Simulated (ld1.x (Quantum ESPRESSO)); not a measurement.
Before and after: ultrasoft potential for erbium

Er (Z = 68), ultrasoft, made with ld1.x (Quantum ESPRESSO) 7.5 (PBEsol, non-relativistic). Core [Kr] 4d10, reference 4f11.5 5s2 5p6 5d0.5 6s2 6p0. Waves: 5s (bound): rcut 1.75, rcutus 1.85 bohr; 6s (bound): rcut 1.75, rcutus 1.85 bohr; 5p (bound): rcut 2.20, rcutus 2.35 bohr; 6p (bound, empty): rcut 2.20, rcutus 2.35 bohr; 5d (bound): rcut 2.30, rcutus 2.90 bohr; 5d channel at 4.1 Ry: rcut 2.30, rcutus 2.90 bohr; 4f (bound): rcut 1.10, rcutus 1.30 bohr; 4f channel at 0.25 Ry: rcut 1.10, rcutus 1.30 bohr. Local part: all-electron potential smoothed inside 2.50 bohr (lloc = -2). Core correction: a·sin(br)/r model core inside 1.30 bohr. Augmentation charge: PSQ, inside the norm-conserving radii.

Change: waves 5p (bound): rcut 2.16, rcutus 2.30 bohr; 6p (bound): rcut 2.16, rcutus 2.30 bohr.

Cutoffs: the cutoffs (Ry, on a coarse ladder) from which the occupation-weighted sum of valence levels, in a spherical-Bessel basis at the reference potential, stays within 10 and 1 mRy of its value at 400 Ry; they do not see the model core or the augmentation charge, which bear on the density cutoff. Errors are all-electron minus pseudo energies relative to the spin-unpolarised reference configuration.

Question: What does the change do?

Answer: The potential gets neither clearly harder nor softer (120 Ry and 180 Ry → 120 Ry and 180 Ry); of the 7 tests that both files solve, the error grows in 1 and shrinks in 3 by more than 15 % and 0.3 meV (median size 109.3 → 109.9 meV); neither file shows a bound ghost.

```csv
quantity,base,changed
"cutoff, loose",120 Ry,120 Ry
"cutoff, tight",180 Ry,180 Ry
bound ghosts,none,none
"error for 4f12 5s2 5p6 5d0 6s2 6p0, meV [ΔE -3.58 eV]",-116,-121
"error for 4f12 5s2 5p6 5d0 6s1 6p0, meV [ΔE 2.35 eV]",-109,-120
"error for 4f12 5s2 5p6 5d0 6s0 6p0, meV [ΔE 13.29 eV]",-88,-110
"error for 4f11 5s2 5p6 5d0 6s2 6p0, meV [ΔE 11.74 eV]",-124,-95
"error for 4f12 5s2 5p6 5d0 6s1.5 6p0, meV [ΔE -1.22 eV]",-114,-121
"error for 4f12 5s2 5p6 5d1 6s1 6p0, meV [ΔE -1.54 eV]",-91,-74
"error for 4f12 5s2 5p6 5d1 6s0 6p0, meV [ΔE 3.67 eV]",-77,-56
s: phases at 3.16 bohr within 0.05 rad from the reference energy up to (Ry; the scan ends near 5),4.5,4.5
p: phases at 3.16 bohr within 0.05 rad from the reference energy up to (Ry; the scan ends near 5),4.5,4.7
d: phases at 3.16 bohr within 0.05 rad from the reference energy up to (Ry; the scan ends near 5),1.4,1.4
f: phases at 3.16 bohr within 0.05 rad from the reference energy up to (Ry; the scan ends near 5),4.2,4.2
lowest overlap eigenvalue by channel,"s 0.23, p 0.10, d 0.85, f 1.00","s 0.23, p 0.11, d 0.85, f 1.00"
```
